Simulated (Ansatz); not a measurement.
`C=C1N[SiH]1Cl` → 2 C• + Cl• + 4 H• + N• + Si•  (atomization)

Gas-phase electronic energies from Ansatz, PBE0-D4/def2-TZVP geometries. CBS: MP2 limit from def2 TZ/QZ plus the TZ coupled-cluster correction, frozen cores. This one scheme is used for every species, atoms too. DFT in def2-TZVPP. Open shells (•) are unrestricted, without spin–orbit coupling. Spin–orbit coupling would lower the free atoms: a little for C, Cl, Si.

`C=C1N[SiH]1Cl`:

```xyz
9

C     1.275   -0.883   -0.779
C     0.357   -0.137   -0.182
N    -0.028    0.148    1.141
Si   -1.080    0.920    0.070
Cl   -2.982    0.244   -0.193
H     1.337   -0.909   -1.858
H     1.981   -1.483   -0.213
H     0.261   -0.291    1.999
H    -1.122    2.391    0.016
```

CCSD(T)/CBS gives +810.8 kcal/mol.

Task: Another level gave +809.4 kcal/mol. Which?
A. r2SCANh/def2-TZVPP
B. B2PLYP/def2-TZVPP
C. revPBE/def2-TZVPP
D. SCS-MP2/def2-TZVPP

Result: A. r2SCANh 809.4, B2PLYP 803.4, revPBE 801.9, SCS-MP2/def2-TZVPP 798.4 kcal/mol.

Task: What do rigid-rotor, harmonic-oscillator terms from PBE0-D4/def2-TZVP frequencies (298.15 K, 1 bar) make of the CCSD(T)/CBS value? (Estimate.)

Result: Ansatz gave: ΔZPE = -35.9 kcal/mol, ΔH = +783.8 kcal/mol, ΔS = 936 J/(mol·K), ΔG = +717.1 kcal/mol. Open shells count their whole term as degenerate.

Largest T1 diagnostic among the species: 0.013.

At CCSD(T), def2-SVP lies −57.1 kcal/mol from the extrapolated value and def2-TZVPP −26.6 kcal/mol: correlation converges slowly with the basis, and small sets miss more of it in the bonded molecule than in its fragments. From PBE to PBE0 (25 % exact exchange), in def2-TZVPP and without D4, ΔE moves by −18.8 kcal/mol: exact exchange takes away binding that semilocal exchange gives to molecules. In def2-TZVPP, CCSD(T) changes the Hartree–Fock value by +219.6 kcal/mol (the triples alone add +16.6 kcal/mol) and MP2 by +240.7 kcal/mol; breaking electron pairs costs correlation energy, which Hartree–Fock lacks.

For atomizations the MP2-based limit and the directly extrapolated one differ by several kJ/mol either way, and by 10 to 25 for some Ge, Se and Sn compounds, so smaller differences from it don't rank the levels.
